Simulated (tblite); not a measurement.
ClSr, charge +1, singlet, geometry from GFN2-xTB (such geometries of metal compounds can be far from the true shape); GFN1-xTB (tblite 0.6.0).

Here is a job for tblite.
```
$ tblite run mol.xyz --method gfn1 --charge 1 --spin 0 --grad --json tblite.json --no-restart

# file mol.xyz
2

Sr    -0.00000000    -0.00000000    -0.76811428
Cl     0.00000000     0.00000000     1.71696133
```

Problem. Predict the main parts of the log of this tblite run.

Solution. 
```
xTB calculator
 | screened Coulomb repulsion
 | Coulomb electrostatics
 |  * isotropic Klopman-Ohno-Mataga-Nishimoto electrostatics
 |  * onsite third-order electrostatics
 | DFT-D3(BJ) dispersion correction

halogen bonding energy    0.0000000000000E+00 Eh
repulsion energy          7.9611197904422E-03 Eh
dispersion energy        -4.9404613557589E-04 Eh
number of electrons       8.0000000000000E+00 e
integral cutoff           4.0000000000000E+01 bohr

------------------------------------------------------------
  cycle        total energy    energy error   density error
------------------------------------------------------------
      1     -4.242344255974  -4.2498113E+00   7.9984391E-01
      2     -4.439305032900  -1.9696078E-01   3.0502050E-01
      3     -4.411872015263   2.7433018E-02   2.2783965E-01
      4     -4.311299385730   1.0057263E-01   5.2539410E-01
      5     -4.444721117207  -1.3342173E-01   1.0482890E-01
      6     -4.447463178767  -2.7420616E-03   7.5498960E-02
      7     -4.450717009037  -3.2538303E-03   2.3531427E-02
      8     -4.451051212134  -3.3420310E-04   4.7117329E-03
      9     -4.451064328182  -1.3116048E-05   8.6936454E-04
     10     -4.451064787280  -4.5909795E-07   7.9312905E-05
     11     -4.451064790992  -3.7120458E-09   1.5524826E-05
------------------------------------------------------------

electronic energy        -4.4585318646470E+00 Eh
total energy             -4.4510647909921E+00 Eh

Post processing:
 | Mayer-Wiberg bond orders

[Info] Tight-binding results written to 'tblite.txt'
[Info] JSON dump of results written to 'tblite.json'
```
